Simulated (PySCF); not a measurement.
**Electron correlation in Tc⁺ (technetium, charge +1)**

[Kr] 4d6, high-spin 5D determinant (an excited configuration). All numbers are calculated (PySCF 2.14, a scalar-relativistic core potential, in def2-TZVPPD with the def2 core potential (28 electrons) (6s4p3d2f1g, 56 functions)). Frozen: nothing; 14 electrons correlated.

MP2 pair energies summed by pair of shells (mhartree):

```csv
pair,energy,share (%)
4p-4d,-156.53,40.8
4d-4d,-104.77,27.3
4p-4p,-69.77,18.2
4s-4p,-28.37,7.4
4s-4d,-19.93,5.2
4s-4s,-4.57,1.2
```

Total MP2 correlation energy: -383.94 mhartree.

Same-spin part -128.92 and opposite-spin part -255.02 mhartree; SCS-MP2 scales them by 1/3 and 6/5 to -349.00 mhartree.

The basis has no tight functions for the innermost shells, so their pair energies are far from complete.

This basis was not built for core-valence correlation, so the inner-shell part is incomplete.
